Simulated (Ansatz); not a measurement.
One change: `[F][In]([F])[Cl]` becomes `C#[C][In]([F])[Cl]`.

Ansatz, PBE0-D4/def2-TZVP geometries, multiplicity 1. 

Elements past krypton have def2 core potentials.

```json
{"property": "HOMO–LUMO gap (PBE/def2-TZVPP) / eV", "`[F][In]([F])[Cl]`": "4.32"}
{"property": "zero-point energy (PBE0-D4/def2-TZVP) / kJ/mol", "`[F][In]([F])[Cl]`": "11.9"}
{"property": "HOMO energy (PBE/def2-TZVPP) / eV", "`[F][In]([F])[Cl]`": "-8.42"}
{"property": "size of the dipole moment (PBE/def2-TZVPP) / D", "`[F][In]([F])[Cl]`": "1.13"}
{"property": "HOMO–LUMO gap (ωB97M-V/def2-TZVPP) / eV", "`[F][In]([F])[Cl]`": "11.04"}
{"property": "HOMO energy (ωB97M-V/def2-TZVPP) / eV", "`[F][In]([F])[Cl]`": "-12.20"}
```

(1) Give the same properties after the change, and the shifts. (Best estimate.)

Answers

(1) Ansatz gave: 
```tsv
property	`C#[C][In]([F])[Cl]`	shift
HOMO–LUMO gap (PBE/def2-TZVPP) / eV	4.83	0.51
zero-point energy (PBE0-D4/def2-TZVP) / kJ/mol	55.4	43.5
HOMO energy (PBE/def2-TZVPP) / eV	-7.71	0.71
size of the dipole moment (PBE/def2-TZVPP) / D	3.05	1.92
HOMO–LUMO gap (ωB97M-V/def2-TZVPP) / eV	10.93	-0.11
HOMO energy (ωB97M-V/def2-TZVPP) / eV	-11.23	0.97
```

With PBE0 the HOMO rises by 0.94 eV and the LUMO rises by 1.20 eV, so the gap widens by about 0.26 eV. PBE moves the HOMO by 0.71 eV and ωB97M-V by 0.97 eV. The zero-point energy changes by 43.5 kJ/mol with +6 modes. Dipoles are sizes alone; their direction can turn.
